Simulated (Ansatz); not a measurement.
Reaction (redistribution): `CN[Si](Cl)(Cl)Cl` + `N#C[SiH2][GaH2]` → `N#C[Si](Cl)(Cl)Cl` + `CN[SiH2][GaH2]`

Calculated with Ansatz (gas phase, PBE0-D4/def2-TZVP geometries, no zero-point term in ΔE). CCSD(T)/CBS is the MP2 limit (def2-TZVPP, def2-QZVPP) plus CCSD(T) − MP2 in def2-TZVPP, frozen cores. DFT in def2-TZVPP. HSE06 is defined as in plane-wave codes. For Ga outer-core shells are correlated without core-valence functions, which leaves a few kJ/mol of doubt a bond. Scalar relativity is left out up to krypton. One conformer a species, not always the lowest.

```json
{"level": "revPBE-D4", "ΔE (kJ/mol)": "51.5"}
{"level": "r2SCAN-D4", "ΔE (kJ/mol)": "55.8"}
{"level": "r2SCAN0-D4", "ΔE (kJ/mol)": "58.5"}
{"level": "HSE06-D4", "ΔE (kJ/mol)": "56.3"}
{"level": "r2SCAN0", "ΔE (kJ/mol)": "58.0"}
{"level": "CAM-B3LYP", "ΔE (kJ/mol)": "55.9"}
{"level": "CCSD/def2-SVP", "ΔE (kJ/mol)": "54.3"}
{"level": "HF/CBS(def2)", "ΔE (kJ/mol)": "61.3"}
```

What does CCSD(T)/CBS give? (Best estimate.)

The calculation gave: +54.8 kJ/mol. The listed levels differ from it by -3.3, 1.0, 3.7, 1.5, 3.2, 1.1, -0.5, 6.5 kJ/mol.

Largest T1 diagnostic among the species: 0.014.

From PBE to PBE0 (25 % exact exchange), in def2-TZVPP and without D4, ΔE moves by +3.9 kJ/mol. In def2-TZVPP, CCSD(T) changes the Hartree–Fock value by −7.5 kJ/mol (the triples alone add −1.2 kJ/mol) and MP2 by −8.4 kJ/mol. Leaving LDA and LC-ωPBE aside and taking each functional with its dispersion term where it has one, the values, not all of them listed here, spread over 8.1 kJ/mol, from B97M-V to BHLYP-D4. LDA lies +4.3 kJ/mol from PBE without D4.
